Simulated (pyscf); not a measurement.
# Addition across a multiple bond or ene-type step: `[SiH2]=[AsH]` + `[AsH3]` -> `[AsH2][SiH2][AsH2]`

Gas phase, singlet surface, charge 0. Bonds broken: As6–H7. Bonds formed: As1–H7, Si2–As6. Single points on ωB97X-D3(BJ)/def2-SVP structures (PySCF, gas phase).

Transition state (Å):

```xyz
9

As     0.2297    -2.6512     0.4377
Si     0.8686    -0.5239     0.1438
H      1.3206    -2.7476     1.5003
H      0.2779     0.2718    -0.9589
H      2.1880     0.0011     0.5775
As    -0.4715     0.9431     2.0542
H     -0.1916    -0.7787     1.4118
H     -1.4658     1.2801     0.9590
H      0.6011     1.8574     1.4867
```

One imaginary mode, 1224i cm⁻¹; descent along it reached the two sides named.

| bond | change | reactant side (Å) | saddle | product side |
|---|---|---|---|---|
| As6–H7 | breaks | 1.519 | 1.859 | 3.6 |
| As1–H7 | forms | 4.2 | 2.152 | 1.521 |
| Si2–As6 | forms | 3.8 | 2.8 | 2.351 |

Electronic energies relative to the separated reactants (kcal/mol):

| level | barrier | reaction energy | reverse barrier |
|---|---|---|---|
| ωB97X-D3(BJ)/def2-TZVP | 20.8 | -44.7 | 65.5 |
| PBE/def2-TZVP | 15.1 | -35.2 | 50.2 |
| r²SCAN/def2-TZVP | 16.0 | -37.8 | 53.8 |
| B3LYP-D3(BJ)/def2-TZVP | 19.6 | -36.8 | 56.4 |
| PBE0-D3(BJ)/def2-TZVP | 15.5 | -40.7 | 56.2 |
| M06-2X/def2-TZVP | 20.3 | -37.5 | 57.8 |
| ωB97M-D3(BJ)/def2-TZVP | 23.5 | -38.0 | 61.5 |
| HF/def2-TZVP | 40.4 | -35.4 | 75.7 |

With ωB97M-D3(BJ)/def2-TZVP energies and thermal terms (ideal gas, 1 atm, RRHO with modes under 100 cm⁻¹ raised to 100, one conformer, R ln 2 for chiral ones without a mode under 150 cm⁻¹), in kcal/mol:

```tsv
T (K)	ΔH‡	ΔG‡	ΔH	ΔG
298	23.1	33.4	-36.3	-26.3
600	23.7	43.6	-35.4	-16.5
900	24.5	53.3	-34.3	-7.3
1200	25.2	62.8	-33.2	+1.6
```

At the saddle there is also a short H–Si contact that neither side keeps. This is the saddle that the search found; another between the same sides may lie lower. Elements up to Kr have no core potential and no relativistic terms here.
